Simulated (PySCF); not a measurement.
H₄N, SMILES [NH4+], charge +1.

Geometry optimised at r2SCAN-D4/def2-TZVPD. The isomer is the one that the SMILES or the coordinates give; other isomers of the formula were not compared.

The numbers are results of r2SCAN-D4/def2-TZVPD (PySCF), not measurements.

Frequencies are harmonic and unscaled.

Modes within 1.5 cm⁻¹ of each other (mostly degenerate sets) share a row, with their intensities summed.

| mode | ν (cm⁻¹) | IR (km/mol) | Raman (Å⁴/amu) | depolarisation | moving atoms (share of kinetic energy) |
|---|---|---|---|---|---|
| 1–3 | 1473 | 433.9 | 0.8 | 0.75 | H 86 %, N 14 % |
| 4–5 | 1727 | 0.0 | 6.5 | 0.75 | H 100 % |
| 6 | 3373 | 0.0 | 99.5 | 0.00 | H 100 % |
| 7–9 | 3484 | 515.5 | 49.7 | 0.75 | H 92 %, N 8 % |
